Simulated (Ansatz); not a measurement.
Ligand exchange: AuH + CH6GeO2 → AuOH + CH6GeO

Species: AuH, singlet; CH6GeO2 `C[O][GeH2][OH]`, singlet; AuOH `[OH][Au]`, singlet; CH6GeO `C[O][GeH3]`, singlet. The partners trade H for OH: Au–H and Ge–OH bonds give way to Au–OH and Ge–H.

Shapes, held fixed at every level: PBE0-D4/def2-TZVP. Flexible molecules stand in one conformer, not always the lowest. Programs: Ansatz 0.2.0. The zero-point and thermal change to 298 K, harmonic and unscaled (PBE0-D4/def2-TZVP), is +0.1 kJ/mol.

```
              level                   kind  ΔH(298 K) (kJ/mol)  less CCSD(T)/def2-TZVPP  CPU time (sum over the molecules)
B3LYP-D4/def2-TZVPP          global hybrid              +153.9                    -11.4                               21 s
 PBE0-D4/def2-TZVPP          global hybrid              +158.5                     -6.8                               14 s
  B2PLYP/def2-TZVPP          double hybrid              +157.8                     -7.5                               26 s
   CCSD(T)/def2-SVP  coupled cluster or CI              +164.3                     -1.0                               25 s
      CCSD/def2-SVP  coupled cluster or CI              +168.4                     +3.1                                  –
    CCSD/def2-TZVPP  coupled cluster or CI              +167.8                     +2.5                                  –
 CCSD(T)/def2-TZVPP  coupled cluster or CI              +165.3                      0.0                            3.6 min
```

The highest level, CCSD(T)/def2-TZVPP, gives ΔH(298 K) = +165.3 kJ/mol; the levels span +153.9 to +168.4. The column of differences is taken from that level and isn't an error. No measured value is set beside it here. T1 is large for AuH, AuOH, so single-reference values are less sure there. For atoms past krypton def2 sets carry core potentials with scalar relativity. Relativity is left out for Ge unless named. Correlated rows may include outer-core shells of Au, Ge, which these sets cover unevenly. Times are processor times on shared x86 and Arm servers, and rough.
